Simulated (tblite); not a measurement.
Start geometry of `C=C1[SiH2][C@H]1C#CC` from a force field or distance geometry (Å):
```
atom  x, y, z in Å
C1    -2.3091   -1.4922    0.0064
C2    -1.6941   -0.3321   -0.3144
Si3   -1.7414    1.4863   -0.0450
C4    -0.6010    0.3827   -1.0035
C5     0.7242    0.1592   -0.3855
C6     1.8220   -0.0096    0.0867
C7     3.1695   -0.1911    0.6655
H8    -3.2005   -1.4859    0.6426
H9    -1.9494   -2.4455   -0.3605
H10   -2.5768    2.3291   -0.9182
H11   -1.4266    1.9255    1.3079
H12   -0.7012    0.3752   -2.0961
H13    3.8548    0.5790    0.2696
H14    3.0537   -0.1122    1.7554
H15    3.5716   -1.1605    0.3674
```

Q: What comes out of this run: tblite, GFN2-xTB geometry optimisation, gas phase?

A: 
```
atom  x, y, z in Å
C1    -2.1524   -1.4790    0.0200
C2    -1.7797   -0.2446   -0.2319
Si3   -1.8583    1.5992   -0.0599
C4    -0.6047    0.4193   -0.9183
C5     0.6961    0.1697   -0.3966
C6     1.7790   -0.0330    0.0824
C7     3.0949   -0.2822    0.6346
H8    -3.0489   -1.7045    0.5775
H9    -1.5807   -2.3297   -0.3267
H10   -2.7379    2.3505   -0.9394
H11   -1.4873    2.2054    1.2053
H12   -0.6321    0.3758   -2.0050
H13    3.8014    0.4673    0.2758
H14    3.0566   -0.2365    1.7235
H15    3.4496   -1.2698    0.3370
```

The energy falls by 38.2 kJ/mol over 74 L-BFGS steps, the largest force on an atom goes from 3.24 to 0.005 eV/Å, and the atoms move by 0.186 Å rms after alignment. The bond that changes most is Si3–C4 (SiH2 silicon to sp3 carbon bound to silicon), which lengthens by 0.070 Å. Bonds longer at the end by more than 0.005 Å: 3 of 15; shorter: 10. Among the angles that change most is C1–C2–C4, from 149.7° to 136.0°. Rotational constants go from 3922, 1158, 980.6 to 3874, 1170, 975.6 MHz. The orientation of the end geometry is arbitrary; only internal coordinates are fixed.

The run took 1.1 s on one thread of an AMD EPYC, shared host with 64 logical CPUs at a one-minute load of 63.

Its GFN2-xTB frequencies are all real (lowest 26 cm⁻¹).

All values are computed, not measured.
